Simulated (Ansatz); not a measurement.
Ansatz (a first-principles code) input (B3LYP-D3(BJ)/def2-TZVP):

Ansatz 0.2 input:
```yaml
crystal:
  periodic: [false, false, false]
  atoms:
    - {symbol: C, position_ang: [-3.71774891, -0.62209610, -0.17354562]}
    - {symbol: C, position_ang: [-2.37801191, -0.90676833, 0.49725171]}
    - {symbol: C, position_ang: [-1.20719236, -0.21559722, -0.20477431]}
    - {symbol: C, position_ang: [0.10526214, -0.44266298, 0.44862968]}
    - {symbol: C, position_ang: [1.36921215, -0.24748722, -0.24394527]}
    - {symbol: C, position_ang: [2.58182126, -0.87351080, 0.40831549]}
    - {symbol: Cl, position_ang: [1.69174386, 1.63883660, -0.34467745]}
    - {symbol: H, position_ang: [-3.71952674, -0.96621162, -1.21057427]}
    - {symbol: H, position_ang: [-3.93348058, 0.44887973, -0.18097340]}
    - {symbol: H, position_ang: [-4.53639659, -1.12405146, 0.34463659]}
    - {symbol: H, position_ang: [-2.19677469, -1.98517636, 0.52094051]}
    - {symbol: H, position_ang: [-2.41084426, -0.57801995, 1.54049493]}
    - {symbol: H, position_ang: [-1.40407887, 0.86783428, -0.24095212]}
    - {symbol: H, position_ang: [-1.15922729, -0.53056545, -1.25384086]}
    - {symbol: H, position_ang: [0.13707423, -0.53490863, 1.52983099]}
    - {symbol: H, position_ang: [1.29900913, -0.49610584, -1.30075721]}
    - {symbol: H, position_ang: [3.49281062, -0.61466900, -0.12855923]}
    - {symbol: H, position_ang: [2.68018756, -0.53758790, 1.44079130]}
    - {symbol: H, position_ang: [2.47154733, -1.96090391, 0.40688924]}
basis:
  gaussian:
    orbitals: def2-TZVP
hamiltonian:
  xc: b3lyp
  dispersion: d3bj
magnetization: {spin_polarized: true, initial_magnetization: 1}
phonons: {temperatures: {t_min: 298.15, t_max: 298.15, t_step: 100}}
```

Output:

```
Functional definition: B3LYP
integrals: 0.30 GiB planned
1871 factors; their error is unknown
0.36 GiB of the device are held for the grids
2.00 GiB of device memory are held for the factors and their scratch space
mean field: 2.37 GiB planned
mean field evaluation 1: about -18924.4693 eV, gradient 6.2e1 eV
mean field evaluation 2: about -18907.8145 eV, gradient 8.1e1 eV
mean field evaluation 4: about -18942.8494 eV, gradient 6.3e0 eV
mean field evaluation 8: about -18943.0423 eV, gradient 2.1e-1 eV
mean field evaluation 16: about -18943.0260 eV, gradient 1.0e-3 eV
mean field -18943.02601176 eV, -696.1433658878 hartree, gradient 4.7e-5 eV, S^2 0.755408; 0 other end points of the search recorded, 0 dependent functions left out
the calculation of the forces begins
reference -18943.02636926 eV, -696.1433790260 hartree; 33, 32 occupied and 262, 263 virtual orbitals, 1871 factors
these checks for a lower state are left out or cut short: stability, starts, cluster_reference, orbital_swaps, neighbouring_geometries, increment
integrals: 0.30 GiB planned
1871 factors; their error is unknown
0.36 GiB of the device are held for the grids
2.00 GiB of device memory are held for the factors and their scratch space
mean field: 2.37 GiB planned
mean field -18943.02580961 eV, -696.1433584591 hartree, gradient 2.1e-6 eV, S^2 0.755408; 0 other end points of the search recorded, 0 dependent functions left out
the calculation of the forces begins
reference -18943.02616719 eV, -696.1433716000 hartree; 33, 32 occupied and 262, 263 virtual orbitals, 1871 factors
these checks for a lower state are left out or cut short: stability, starts, cluster_reference, orbital_swaps, neighbouring_geometries, increment
integrals: 0.30 GiB planned
1871 factors; their error is unknown
0.36 GiB of the device are held for the grids
2.00 GiB of device memory are held for the factors and their scratch space
mean field: 2.36 GiB planned
mean field evaluation 32: about -18943.0259 eV, gradient 6.2e-4 eV
mean field -18943.02591433 eV, -696.1433623074 hartree, gradient 2.1e-6 eV, S^2 0.755408; 0 other end points of the search recorded, 0 dependent functions left out
the calculation of the forces begins
reference -18943.02627176 eV, -696.1433754429 hartree; 33, 32 occupied and 262, 263 virtual orbitals, 1871 factors
these checks for a lower state are left out or cut short: stability, starts, cluster_reference, orbital_swaps, neighbouring_geometries, increment
integrals: 0.30 GiB planned
1871 factors; their error is unknown
0.36 GiB of the device are held for the grids
2.00 GiB of device memory are held for the factors and their scratch space
mean field: 2.37 GiB planned
mean field -18943.02583524 eV, -696.1433594010 hartree, gradient 2.1e-6 eV, S^2 0.755408; 0 other end points of the search recorded, 0 dependent functions left out
the calculation of the forces begins
reference -18943.02619273 eV, -696.1433725386 hartree; 33, 32 occupied and 262, 263 virtual orbitals, 1871 factors
these checks for a lower state are left out or cut short: stability, starts, cluster_reference, orbital_swaps, neighbouring_geometries, increment
integrals: 0.30 GiB planned
1871 factors; their error is unknown
0.36 GiB of the device are held for the grids
2.00 GiB of device memory are held for the factors and their scratch space
mean field: 2.37 GiB planned
mean field -18943.02584853 eV, -696.1433598894 hartree, gradient 2.1e-6 eV, S^2 0.755408; 0 other end points of the search recorded, 0 dependent functions left out
[...]
integrals: 0.30 GiB planned
1871 factors; their error is unknown
0.36 GiB of the device are held for the grids
2.00 GiB of device memory are held for the factors and their scratch space
mean field: 2.37 GiB planned
mean field -18943.02597392 eV, -696.1433644975 hartree, gradient 2.1e-6 eV, S^2 0.755408; 0 other end points of the search recorded, 0 dependent functions left out
the calculation of the forces begins
reference -18943.02633143 eV, -696.1433776357 hartree; 33, 32 occupied and 262, 263 virtual orbitals, 1871 factors
these checks for a lower state are left out or cut short: stability, starts, cluster_reference, orbital_swaps, neighbouring_geometries, increment
integrals: 0.30 GiB planned
1871 factors; their error is unknown
0.36 GiB of the device are held for the grids
2.00 GiB of device memory are held for the factors and their scratch space
mean field: 2.37 GiB planned
mean field -18943.02600377 eV, -696.1433655943 hartree, gradient 2.1e-6 eV, S^2 0.755408; 0 other end points of the search recorded, 0 dependent functions left out
the calculation of the forces begins
reference -18943.02636128 eV, -696.1433787325 hartree; 33, 32 occupied and 262, 263 virtual orbitals, 1871 factors
these checks for a lower state are left out or cut short: stability, starts, cluster_reference, orbital_swaps, neighbouring_geometries, increment
integrals: 0.30 GiB planned
1871 factors; their error is unknown
0.36 GiB of the device are held for the grids
2.00 GiB of device memory are held for the factors and their scratch space
mean field: 2.36 GiB planned
mean field evaluation 768: about -18943.0259 eV, gradient 6.8e-3 eV
mean field -18943.02594270 eV, -696.1433633500 hartree, gradient 2.1e-6 eV, S^2 0.755408; 0 other end points of the search recorded, 0 dependent functions left out
the calculation of the forces begins
reference -18943.02630024 eV, -696.1433764895 hartree; 33, 32 occupied and 262, 263 virtual orbitals, 1871 factors
these checks for a lower state are left out or cut short: stability, starts, cluster_reference, orbital_swaps, neighbouring_geometries, increment
integrals: 0.30 GiB planned
1871 factors; their error is unknown
0.36 GiB of the device are held for the grids
2.00 GiB of device memory are held for the factors and their scratch space
mean field: 2.37 GiB planned
mean field -18943.02589326 eV, -696.1433615330 hartree, gradient 2.1e-6 eV, S^2 0.755408; 0 other end points of the search recorded, 0 dependent functions left out
the calculation of the forces begins
reference -18943.02625073 eV, -696.1433746699 hartree; 33, 32 occupied and 262, 263 virtual orbitals, 1871 factors
these checks for a lower state are left out or cut short: stability, starts, cluster_reference, orbital_swaps, neighbouring_geometries, increment
integrals: 0.30 GiB planned
1871 factors; their error is unknown
0.35 GiB of the device are held for the grids
2.00 GiB of device memory are held for the factors and their scratch space
mean field: 2.37 GiB planned
mean field -18943.02602324 eV, -696.1433663100 hartree, gradient 2.1e-6 eV, S^2 0.755409; 0 other end points of the search recorded, 0 dependent functions left out
the calculation of the forces begins
reference -18943.02638075 eV, -696.1433794482 hartree; 33, 32 occupied and 262, 263 virtual orbitals, 1871 factors
these checks for a lower state are left out or cut short: stability, starts, cluster_reference, orbital_swaps, neighbouring_geometries, increment
integrals: 0.30 GiB planned
1871 factors; their error is unknown
0.36 GiB of the device are held for the grids
2.00 GiB of device memory are held for the factors and their scratch space
mean field: 2.37 GiB planned
mean field -18943.02596858 eV, -696.1433643012 hartree, gradient 2.1e-6 eV, S^2 0.755407; 0 other end points of the search recorded, 0 dependent functions left out
the calculation of the forces begins
reference -18943.02632609 eV, -696.1433774394 hartree; 33, 32 occupied and 262, 263 virtual orbitals, 1871 factors
these checks for a lower state are left out or cut short: stability, starts, cluster_reference, orbital_swaps, neighbouring_geometries, increment
integrals: 0.30 GiB planned
1871 factors; their error is unknown
0.35 GiB of the device are held for the grids
2.00 GiB of device memory are held for the factors and their scratch space
mean field: 2.37 GiB planned
mean field -18943.02587993 eV, -696.1433610433 hartree, gradient 2.1e-6 eV, S^2 0.755409; 0 other end points of the search recorded, 0 dependent functions left out
the calculation of the forces begins
reference -18943.02623739 eV, -696.1433741798 hartree; 33, 32 occupied and 262, 263 virtual orbitals, 1871 factors
these checks for a lower state are left out or cut short: stability, starts, cluster_reference, orbital_swaps, neighbouring_geometries, increment
integrals: 0.30 GiB planned
1871 factors; their error is unknown
0.36 GiB of the device are held for the grids
2.00 GiB of device memory are held for the factors and their scratch space
mean field: 2.37 GiB planned
mean field evaluation 800: about -18943.0379 eV, gradient 6.2e-4 eV
mean field -18943.02594318 eV, -696.1433633675 hartree, gradient 2.1e-6 eV, S^2 0.755407; 0 other end points of the search recorded, 0 dependent functions left out
the calculation of the forces begins
reference -18943.02630073 eV, -696.1433765074 hartree; 33, 32 occupied and 262, 263 virtual orbitals, 1871 factors
these checks for a lower state are left out or cut short: stability, starts, cluster_reference, orbital_swaps, neighbouring_geometries, increment
integrals: 0.30 GiB planned
1871 factors; their error is unknown
0.36 GiB of the device are held for the grids
2.00 GiB of device memory are held for the factors and their scratch space
mean field: 2.37 GiB planned
mean field -18943.02600328 eV, -696.1433655764 hartree, gradient 2.1e-6 eV, S^2 0.755408; 0 other end points of the search recorded, 0 dependent functions left out
the calculation of the forces begins
reference -18943.02636081 eV, -696.1433787153 hartree; 33, 32 occupied and 262, 263 virtual orbitals, 1871 factors
these checks for a lower state are left out or cut short: stability, starts, cluster_reference, orbital_swaps, neighbouring_geometries, increment
integrals: 0.30 GiB planned
1871 factors; their error is unknown
0.36 GiB of the device are held for the grids
2.00 GiB of device memory are held for the factors and their scratch space
mean field: 2.37 GiB planned
mean field -18943.02599222 eV, -696.1433651698 hartree, gradient 2.1e-6 eV, S^2 0.755408; 0 other end points of the search recorded, 0 dependent functions left out
the calculation of the forces begins
reference -18943.02634971 eV, -696.1433783073 hartree; 33, 32 occupied and 262, 263 virtual orbitals, 1871 factors
Total energy: -18943.76596002 eV, -696.1705584848 hartree
Atom 0 at    -3.717749    -0.622096    -0.173546 Å, force     0.000684    -0.000046    -0.000042 eV/Å
Atom 1 at    -2.378012    -0.906768     0.497252 Å, force    -0.000775     0.000040    -0.000053 eV/Å
Atom 2 at    -1.207192    -0.215597    -0.204774 Å, force     0.000297    -0.000390     0.000254 eV/Å
Atom 3 at     0.105262    -0.442663     0.448630 Å, force     0.000515     0.001015    -0.000179 eV/Å
Atom 4 at     1.369212    -0.247487    -0.243945 Å, force     0.000455     0.001002    -0.000166 eV/Å
Atom 5 at     2.581821    -0.873511     0.408315 Å, force    -0.000259     0.000286    -0.000154 eV/Å
Atom 6 at     1.691744     1.638837    -0.344677 Å, force    -0.000452    -0.001074     0.000140 eV/Å
Atom 7 at    -3.719527    -0.966212    -1.210574 Å, force    -0.000016    -0.000029    -0.000155 eV/Å
Atom 8 at    -3.933481     0.448880    -0.180973 Å, force    -0.000173     0.000224    -0.000048 eV/Å
Atom 9 at    -4.536397    -1.124051     0.344637 Å, force    -0.000188    -0.000052     0.000205 eV/Å
Atom 10 at    -2.196775    -1.985176     0.520941 Å, force     0.000205    -0.000319     0.000064 eV/Å
Atom 11 at    -2.410844    -0.578020     1.540495 Å, force     0.000069    -0.000031     0.000224 eV/Å
Atom 12 at    -1.404079     0.867834    -0.240952 Å, force     0.000158     0.000246    -0.000013 eV/Å
Atom 13 at    -1.159227    -0.530565    -1.253841 Å, force    -0.000147     0.000061    -0.000407 eV/Å
Atom 14 at     0.137074    -0.534909     1.529831 Å, force    -0.000393    -0.000283     0.000187 eV/Å
Atom 15 at     1.299009    -0.496106    -1.300757 Å, force    -0.000144    -0.000179     0.000006 eV/Å
Atom 16 at     3.492811    -0.614669    -0.128559 Å, force     0.000084    -0.000026    -0.000094 eV/Å
Atom 17 at     2.680188    -0.537588     1.440791 Å, force    -0.000028     0.000014     0.000156 eV/Å
Atom 18 at     2.471547    -1.960904     0.406889 Å, force     0.000107    -0.000459     0.000076 eV/Å
Dipole moment:    -0.196163    -0.478553     0.061753 e Å
Vibrations: 34.20 59.31 103.90 176.75 235.74 240.32 244.31 287.11 336.00 401.55 439.25 498.93 609.94 743.87 861.05 900.06 918.29 1004.91 1048.00 1066.37 1085.71 1104.05 1160.10 1180.50 1214.33 1252.54 1277.25 1322.79 1344.57 1392.77 1414.22 1416.51 1451.62 1463.46 1487.19 1493.36 1493.70 1499.51 1508.76 2944.43 3009.60 3021.31 3028.12 3036.84 3049.11 3087.19 3093.44 3094.71 3105.68 3128.69 3148.15 cm⁻¹, zero-point energy 4.495671 eV
```

It need not be the lowest isomer of its formula.
